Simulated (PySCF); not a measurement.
C₂H₉ClOSi₂, SMILES Cl[Si@H](CCO)[SiH3]. Atoms are numbered in the order given.

```xyz
15

O     -2.6380     0.1152     0.6595
C     -2.2289     1.3166     0.0619
C     -0.9603     1.0353    -0.7218
Si     0.3493     0.1427     0.3072
Si     2.4909     0.4902    -0.5786
Cl     0.0831    -1.9222     0.2549
H     -3.3627     0.2952     1.2655
H     -3.0093     1.7254    -0.6117
H     -2.0199     2.0976     0.8210
H     -1.1779     0.3987    -1.5959
H     -0.5330     1.9759    -1.1084
H      0.2849     0.5904     1.7307
H      3.5176    -0.2528     0.2131
H      2.5260     0.0065    -1.9938
H      2.8384     1.9479    -0.5709
```
Charge 0, spin multiplicity 1.

Geometry optimised at PBE0-D3(BJ)/def2-SVP. The structure was generated by enumeration; whether it is a known compound was not checked. The values are those of a single conformer.

All values below come from HF/pcSseg-1 in PySCF.

GIAO shieldings, no solvent; atoms listed in one row are averaged. δ = σ(ref) − σ: ¹⁷O against H2O (σ = 333.0 ppm); ¹³C against TMS (σ = 192.6 ppm); ²⁹Si against TMS (σ = 393.8 ppm); ³⁵Cl against HCl (σ = 958.2 ppm); ¹H against TMS (σ = 31.99 ppm), references at their B3LYP-D3(BJ)/def2-TZVP geometries, non-relativistic (without spin–orbit terms, shifts of atoms bonded to Cl or Br come out too high).

| nucleus | atoms | count | δ (ppm) |
|---|---|---|---|
| ¹⁷O | O1 | 1 | 15.9 |
| ¹³C | C2 | 1 | 57.0 |
| ¹³C | C3 | 1 | 21.0 |
| ²⁹Si | Si4 | 1 | 6.2 |
| ²⁹Si | Si5 | 1 | -89.1 |
| ³⁵Cl | Cl6 | 1 | -66.0 |
| ¹H | H12 | 1 | 5.06 |
| ¹H | H8 | 1 | 4.16 |
| ¹H | H13, H14, H15 | 3 | 3.64 |
| ¹H | H9 | 1 | 3.55 |
| ¹H | H10 | 1 | 1.73 |
| ¹H | H7 | 1 | 1.14 |
| ¹H | H11 | 1 | 0.70 |
